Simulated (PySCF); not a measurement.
Job file and geometry (Å, from GFN2-xTB) of an NMR shielding run on SMILES C1(=C)C=C(OC=C)C[SiH2]1, C7H10OSi, PySCF 2.14.0, density-fitted response routines, GIAO PBE0/pcSseg-1 NMR shielding, non-relativistic, gas phase; density fitting, a coarse starting grid and PySCF grid level 2 are the driver's defaults:

```
$ OMP_NUM_THREADS=1 python probes_run.py task.json out

{"job": {"kind": "nmr", "xc": "PBE0", "basis": "pcSseg-1"}, "charge": 0, "multiplicity": 1}
C      2.643954     0.889023    -2.745089
C      1.528590     0.706356    -2.056501
O      1.376356    -0.351947    -1.218745
C      0.373905    -0.367632    -0.297573
C     -0.340967     0.673919     0.151434
C     -1.358376     0.391356     1.146090
C     -2.139108     1.329000     1.684532
Si    -1.330346    -1.464994     1.496390
C      0.106004    -1.731269     0.269015
H      3.483608     0.226929    -2.634457
H      2.732683     1.701531    -3.440392
H      0.672630     1.363831    -2.157458
H     -0.186254     1.692305    -0.171234
H     -2.063676     2.369533     1.405657
H     -2.881587     1.087578     2.425487
H     -2.549380    -2.166660     1.083265
H     -0.966834    -1.808460     2.873491
H      1.015528    -2.109563     0.736097
H     -0.126533    -2.421583    -0.542305
```

Question: Write the output of this run.

Answer: 
```
coarse grid: 16512 points
cycle   1  E = -636.6784661260  dE =  1.372e+00  |g| = 6.100e-01  |ddm| = 4.112e+00
cycle   2  E = -636.6331186862  dE =  4.535e-02  |g| = 7.594e-01  |ddm| = 1.094e+00
cycle   3  E = -636.7603472210  dE = -1.272e-01  |g| = 1.198e-01  |ddm| = 6.606e-01
cycle   4  E = -636.7634928067  dE = -3.146e-03  |g| = 5.909e-02  |ddm| = 1.712e-01
cycle   5  E = -636.7643200749  dE = -8.273e-04  |g| = 1.870e-02  |ddm| = 6.444e-02
cycle   6  E = -636.7643889995  dE = -6.892e-05  |g| = 3.716e-03  |ddm| = 1.505e-02
cycle   7  E = -636.7643920037  dE = -3.004e-06  |g| = 9.492e-04  |ddm| = 4.155e-03
final grid: 155312 points
cycle   8  E = -636.8291748341  dE = -3.077e-05  |g| = 1.197e-02  |ddm| = 3.521e-02
cycle   9  E = -636.8291381908  dE =  3.664e-05  |g| = 1.841e-02  |ddm| = 2.234e-02
cycle  10  E = -636.8292032443  dE = -6.505e-05  |g| = 2.418e-03  |ddm| = 1.458e-02
cycle  11  E = -636.8292046312  dE = -1.387e-06  |g| = 4.356e-04  |ddm| = 2.429e-03
cycle  12  E = -636.8292046704  dE = -3.917e-08  |g| = 1.793e-04  |ddm| = 5.059e-04
cycle  13  E = -636.8292046781  dE = -7.770e-09  |g| = 5.498e-05  |ddm| = 1.964e-04
cycle  14  E = -636.8292046788  dE = -7.187e-10  |g| = 2.019e-05  |ddm| = 6.715e-05
converged SCF energy = -636.8292046788

GIAO shielding tensors (ppm)
atom      isotropic    diamagn.    paramagn.     s11        s22        s33       span
  0 C       86.858     254.571    -167.713    -15.997    110.914    165.657    181.654
  1 C       32.651     255.629    -222.978    -74.741     68.987    103.707    178.449
  2 O      129.428     399.521    -270.093     51.699     85.086    251.498    199.799
  3 C       14.897     257.067    -242.169    -76.323     45.191     75.824    152.148
  4 C       69.341     259.047    -189.706     -0.364     69.759    138.628    138.992
  5 C       36.631     261.469    -224.838    -66.670     24.794    151.770    218.440
  6 C       60.064     250.795    -190.731    -50.437     73.657    156.971    207.408
  7 Si     398.722     881.124    -482.402    370.608    380.513    445.046     74.438
  8 C      169.142     253.322     -84.180    147.208    162.579    197.638     50.430
  9 H       26.695      30.846      -4.151     23.977     25.051     31.057      7.080
 10 H       27.054      28.473      -1.419     24.863     25.983     30.316      5.452
 11 H       24.836      32.882      -8.045     22.126     22.986     29.398      7.272
 12 H       25.955      36.339     -10.384     23.696     24.715     29.454      5.758
 13 H       25.728      31.234      -5.506     22.557     24.548     30.078      7.521
 14 H       26.333      28.711      -2.378     23.386     24.753     30.858      7.472
 15 H       27.155      28.583      -1.428     23.983     25.056     32.426      8.443
 16 H       27.150      28.625      -1.476     23.943     25.062     32.443      8.500
 17 H       29.668      30.493      -0.824     24.993     28.124     35.888     10.894
 18 H       29.810      30.474      -0.664     25.339     28.270     35.820     10.481
```

Question: Turn these shieldings into chemical shifts. References, each an isolated molecule treated in the same way: ¹³C (σ = 186.93 ppm), ²⁹Si (σ = 349.16 ppm), ¹H (σ = 31.72 ppm) vs TMS; ¹⁷O (σ = 336.08 ppm) vs H2O.

Answer: Averaging equivalent atoms: C 3: 172.0; C 1: 154.3; C 5: 150.3; C 6: 126.9; C 4: 117.6; C 0: 100.1; C 8: 17.8; O 2: 206.7; Si 7: -49.6; H 11: 6.88; H 13: 5.99; H 12: 5.76; H 14: 5.38; H 9: 5.02; H 10: 4.66; H 15/16: 4.56; H 17/18: 1.98 ppm. Experimental scales use liquid or dissolved standards, which lie at an offset from isolated H2O (liquid H2O: subtract about 36 ppm).

Size and cost of the density-fitted run: 210 basis functions, 94 s wall time on 1 thread of an Arm Neoverse N1, shared host; peak memory 0.91 GiB.
